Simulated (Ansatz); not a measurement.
Reaction (ligand exchange at the As–C bond): `C[AsH][SiH3]` + CH₃OH → `CO[AsH][SiH3]` + CH₄

Isolated molecules relaxed with PBE0-D4/def2-TZVP in Ansatz; ΔE leaves out vibrations. CCSD(T)/CBS is the MP2 limit (def2-TZVPP, def2-QZVPP) plus CCSD(T) − MP2 in def2-TZVPP, frozen cores. This one scheme is used for every species. For As outer-core shells are correlated without core-valence functions, which leaves a few kJ/mol of doubt a bond. Scalar relativity is left out up to krypton. Each species was taken in one conformer, which may not be the lowest.

`C[AsH][SiH3]`:

Z-matrix (Å, degrees):
```
C
As 1 1.980
H 1 1.089 2 112.6
H 1 1.090 2 108.4 3 121.4
H 1 1.090 2 108.2 3 -121.1
Si 2 2.360 1 96.1 3 46.4
H 2 1.525 1 96.2 3 -46.2
H 6 1.487 2 109.8 1 -168.6
H 6 1.488 2 108.4 1 72.7
H 6 1.489 2 112.3 1 -46.9
```

CH₃OH:

```xyz
6

C     0.178   -0.012    0.308
O    -0.934    0.153   -0.541
H    -0.170    0.151    1.328
H     0.974    0.714    0.100
H     0.602   -1.022    0.251
H    -0.650    0.016   -1.446
```

`CO[AsH][SiH3]`:

Cartesian coordinates in Å:
```
C -0.341 -2.157 -0.317
O 0.008 -0.800 -0.464
As 0.211 0.107 1.087
Si 0.602 2.165 -0.025
H -0.273 -2.620 -1.304
H -1.368 -2.275 0.052
H 0.336 -2.689 0.365
H -1.267 0.474 1.307
H 1.969 2.149 -0.603
H -0.397 2.405 -1.096
H 0.519 3.242 0.999
```

CH₄:

Z-matrix (Å, degrees):
```
C
H 1 1.090
H 1 1.090 2 109.5
H 1 1.090 2 109.5 3 -120.0
H 1 1.090 2 109.5 3 120.0
```

| species | CCSD/def2-SVP energy (Eh) |
| --- | --- |
| `C[AsH][SiH3]` | -2565.20984 |
| CH₃OH | -115.31607 |
| `CO[AsH][SiH3]` | -2640.17362 |
| CH₄ | -40.35331 |

(1) Work out ΔE.

Largest T1 diagnostic among the species: 0.012.

Results:

(1) ΔE = (-2640.17362) + (-40.35331) − (-2565.20984) − (-115.31607) = -0.00102 Eh = -2.7 kJ/mol. CCSD(T)/CBS gives -1.0 kJ/mol.

From r2SCAN to r2SCAN0 (25 % exact exchange), in def2-TZVPP and without D4, ΔE moves by +6.6 kJ/mol. In def2-TZVPP, CCSD(T) changes the Hartree–Fock value by +4.2 kJ/mol (the triples alone add −1.2 kJ/mol) and MP2 by +6.0 kJ/mol.
